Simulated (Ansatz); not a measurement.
Input file for Ansatz (a quantum-chemistry and plane-wave program): U-BHLYP/def2-TZVPP on CuTe, 2S+1 = 2, a spin state set in the input, which need not be the lowest, a point of a bond scan (R = 2.399 Å). Elements past Kr take the def2 small-core potentials; no spin–orbit coupling.

Ansatz 0.2 input:
```yaml
crystal:
  periodic: [false, false, false]
  atoms:
    - {symbol: Cu, position_ang: [0.00000000, 0.00000000, 0.00000000]}
    - {symbol: Te, position_ang: [0.00000000, 0.00000000, 2.39905500]}
basis:
  gaussian:
    orbitals: def2-TZVPP
    pivot_positions_ang: [[0.00000000, 0.00000000, 0.00000000], [0.00000000, 0.00000000, 2.39905500]]
hamiltonian:
  xc: {name: BHLYP}
magnetization: {spin_polarized: true, initial_magnetization: 1}
output: {forces: true, orbitals: {seedname: ./end}}
```

Output:

```
WARN ansatz: RAYON_NUM_THREADS=2 ignored (pool sized by the plan → 2); use --threads N
Functional definition: BHLYP
integrals: 0.06 GiB planned
1035 factors; integrals over basis functions are off by at most 3.8e-4 eV
mean field: 0.79 GiB planned
mean field evaluation 1: about -51927.7982 eV, gradient 4.4e1 eV
mean field evaluation 2: about -51880.2881 eV, gradient 1.8e2 eV
mean field evaluation 4: about -51931.2504 eV, gradient 3.5e0 eV
mean field evaluation 8: about -51931.4048 eV, gradient 3.3e-1 eV
mean field evaluation 16: about -51931.4064 eV, gradient 5.8e-4 eV
mean field -51931.40643327 eV, -1908.4439860510 hartree, gradient 2.6e-5 eV, S^2 0.755336; 1 other end points of the search recorded, 0 dependent functions left out
the calculation of the forces begins
reference -51931.40655917 eV, -1908.4439906780 hartree; 27, 26 occupied and 87, 88 virtual orbitals, 1035 factors
Total energy: -51931.40655917 eV, -1908.4439906780 hartree
Atom 0 at     0.000000     0.000000     0.000000 Å, force     0.000000     0.000000    -0.272770 eV/Å
Atom 1 at     0.000000     0.000000     2.399055 Å, force    -0.000000    -0.000000     0.272770 eV/Å
Dipole moment:    -0.000000     0.000000    -0.862750 e Å
```

Self-consistency was reached.

Cost: roughly 11 core-seconds.
